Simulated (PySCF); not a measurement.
# CaBr: script and output

The script input.py:

```python
from pyscf import gto, scf
from pyscf.hessian import thermo

mol = gto.M(
    atom='Ca 0 0 0; Br 0 0 2.516',
    basis='lanl2dz',
    ecp={'Ca': 'lanl2dz', 'Br': 'lanl2dz'},
    charge=0,
    spin=1,
    verbose=4,
)
mf = scf.UHF(mol)
mf.kernel()
hess = mf.Hessian().kernel()
print('wavenumber (cm^-1) =', thermo.harmonic_analysis(mol, hess)['freq_wavenumber'].round(1))
mf.dip_moment()
print('orbital energies (hartree):', [e[max(0, n-3):n+3].round(4) for e, n in zip(mf.mo_energy, mol.nelec)])
```

```bash
$ python input.py
```

It prints (some set-up lines and the per-cycle HOMO/LUMO lines with their warnings removed):

```
PySCF version 2.14.0

[INPUT] Symbol           X                Y                Z      unit          X                Y                Z       unit  Magmom
[INPUT]  1 Ca     0.000000000000   0.000000000000   0.000000000000 AA    0.000000000000   0.000000000000   0.000000000000 Bohr   0.0
[INPUT]  2 Br     0.000000000000   0.000000000000   2.516000000000 AA    0.000000000000   0.000000000000   4.754550929406 Bohr   0.0

nuclear repulsion = 14.7227363928458
number of shells = 9
number of NR pGTOs = 32
number of NR cGTOs = 20
basis = lanl2dz
ecp = {'Ca': 'lanl2dz', 'Br': 'lanl2dz'}

******** <class 'pyscf.scf.uhf.UHF'> ********
method = UHF
initial guess = minao
damping factor = 0
level_shift factor = 0
DIIS = <class 'pyscf.scf.diis.CDIIS'>
SCF conv_tol = 1e-09
SCF max_cycles = 50
number electrons alpha = 9  beta = 8
init E= -40.8809719545429

cycle= 1 E= -48.9188341816477  delta_E= -8.04  |g|= 0.577  |ddm|= 3.51
cycle= 2 E= -49.2042206184345  delta_E= -0.285  |g|= 0.0477  |ddm|= 2.21
cycle= 3 E= -49.2062361867628  delta_E= -0.00202  |g|= 0.00889  |ddm|= 0.11
cycle= 4 E= -49.206457581201  delta_E= -0.000221  |g|= 0.00291  |ddm|= 0.0395
cycle= 5 E= -49.2064901785997  delta_E= -3.26e-05  |g|= 0.000919  |ddm|= 0.0187
cycle= 6 E= -49.2064933021153  delta_E= -3.12e-06  |g|= 0.0003  |ddm|= 0.00627
cycle= 7 E= -49.2064935637137  delta_E= -2.62e-07  |g|= 5.23e-05  |ddm|= 0.00173
cycle= 8 E= -49.2064935719709  delta_E= -8.26e-09  |g|= 1.35e-05  |ddm|= 0.000226
cycle= 9 E= -49.2064935727562  delta_E= -7.85e-10  |g|= 2.34e-06  |ddm|= 8.67e-05
Extra cycle  E= -49.2064935727739  delta_E= -1.76e-11  |g|= 1.19e-06  |ddm|= 7.47e-06
converged SCF energy = -49.2064935727739  <S^2> = 0.75090616  2S+1 = 2.000906
wavenumber (cm^-1) = [418.7]
Dipole moment(X, Y, Z, Debye):  0.00000,  0.00000, -5.55024
orbital energies (hartree): [array([-0.3705, -0.3705, -0.2351,  0.0084,  0.0084,  0.0641]), array([-0.3876, -0.3709, -0.3709, -0.0052,  0.035 ,  0.035 ])]
```

In short: E(SCF) = -49.206494 Eh, 9 cycles, ⟨S²⟩ = 0.751, μz(SCF) = -5.55 D, wavenumbers 419 cm⁻¹.

Wall time 2.1 s on one thread of a shared host.

The bond length is a typed value, not an optimised one, so the wavenumber is not that of the minimum. No search for the lowest solution was made.
